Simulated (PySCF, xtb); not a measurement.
W(O)(S)(OH)(NH2) (H3NO2SW), SMILES [W](=[O])([NH2])([OH])=[S], multiplicity 1. Other conformers were not sampled.

Harmonic wavenumbers (cm⁻¹) from xtb with GFN2-xTB at its own minimum, in rising order: 133, 138, 149, 176, 201, 262, 349, 439, 472, 488, 493, 502, 515, 848, 1468, 3249, 3262, 3519.

**Question.** What does B3LYP-D3(BJ)/def2-SVP (PySCF 2.14.0) give at its own minimum? (The exact figures need the calculation; the answer reports its results.)

**Answer.** 164, 184, 208, 214, 246, 264, 355, 485, 538, 550, 664, 710, 720, 1007, 1506, 3540, 3637, 3856. Paired by order, the mean absolute difference is 121 cm⁻¹ and the zero-point energies are 23.8 and 26.9 kcal/mol.
